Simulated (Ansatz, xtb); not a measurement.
Species: AgF, charge 1, multiplicity 2. The spin state was set by rule; other spins were not relaxed. 
Geometry from a B3LYP-D3(BJ)/def2-TZVP (Ansatz, a program for electronic structure) optimisation:
```
Ag
F 1 1.9714
```
Charge +1, spin multiplicity 2.

Harmonic wavenumbers from GFN2-xTB (xtb, at its own minimum), cm⁻¹: 435.

Q: Give the harmonic wavenumbers at B3LYP-D3(BJ)/def2-TZVP (Ansatz, finite differences of forces, unscaled).

A: 387 cm⁻¹. Zero-point energy 0.6 kcal/mol.

Q: From these and the geometry, give the ideal-gas thermochemistry at 298.15 K and 1 atm (rigid rotor, harmonic oscillator).

A: Point group C∞v, rotational symmetry number 1. Rotational constants 8.05, 8.05 GHz. S(trans) 40.43, S(rot) 15.20, S(vib) 1.01, S(elec, spin only) 1.38, S 58.0 cal/(mol K). H(298) - H(0) 2.28 kcal/mol; G - E(el) -14.5 kcal/mol.
